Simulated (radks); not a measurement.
Question: The nitrogen anion N-, [He] 2s2 2p4, held by a Watson sphere: a shell of charge +1 at radius R that stands for the Madelung well of a crystal (potential energy -1/R inside, -1/r outside, in hartree with lengths in bohr). Method: scalar-relativistic Kohn-Sham, LDA (Slater exchange, VWN5 correlation), spin-polarised, spherical densities, finite nucleus; open shells are filled with parallel spins first; Fermi nuclear charge, rms radius of each element as measured or else 0.836 A^(1/3) + 0.57 fm; computed with a radial shooting solver on a logarithmic mesh with Libxc functionals. Response by self-consistent Sternheimer equations with the Hartree and adiabatic LDA kernel, the relativistic mass of each level held fixed and spin-orbit coupling left out. The sphere does not respond.

R (bohr)  e(2s down) (eV)  e(2p up) (eV)  e(2p down) (eV)  <r> 2p (bohr)  sum of <r^2> (bohr^2)  X-ray form factor at sin(theta)/lambda = 0.3 1/angstrom  alpha (bohr^3)
1.75              -17.125         -8.393           -6.079          1.647                  17.24                                                    3.313           11.78
1.92              -16.702         -8.042           -5.770          1.686                  17.86                                                    3.282           13.01
2.02              -16.461         -7.839           -5.589          1.708                  18.21                                                    3.268           13.78
2.19              -16.068         -7.503           -5.285          1.744                  18.78                                                    3.249           15.19
2.83              -14.792         -6.369           -4.230          1.876                  20.69                                                    3.218           21.66
2.99              -14.522         -6.121           -3.994          1.908                  21.12                                                    3.215           23.60

Estimate the row for R = 3.23 bohr.

Answer: e(2s down) (eV) -14.148; e(2p up) (eV) -5.774; e(2p down) (eV) -3.662; <r> 2p (bohr) 1.956; sum of <r^2> (bohr^2) 21.74; X-ray form factor at sin(theta)/lambda = 0.3 1/angstrom 3.213; alpha (bohr^3) 26.81.
